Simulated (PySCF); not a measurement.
# Ru⁺: excitation energy

Ru⁺ [Kr] 4d7 (4F) → Ru⁺ [Kr] 4d6 5s1, s spin flipped, as a difference of total energies. All numbers are calculated (PySCF 2.14, scalar relativity by spin-free X2C-1e, in ANO-RCC-VTZP). Correlated levels: valence and next inner shell: [Ar] 3d10 frozen. The calculations carry no spin-orbit coupling.

| method | excitation energy (cm⁻¹) |
| --- | --- |
| UHF | 12987 |
| MP2 (valence and next inner shell) | 16081 |
| SCS-MP2 (valence and next inner shell) | 16172 |

The upper determinant mixes two multiplicities, so it lies between the two terms.

The basis was made for the ground configuration and has no added diffuse functions, so the excitation energy can come out too high.
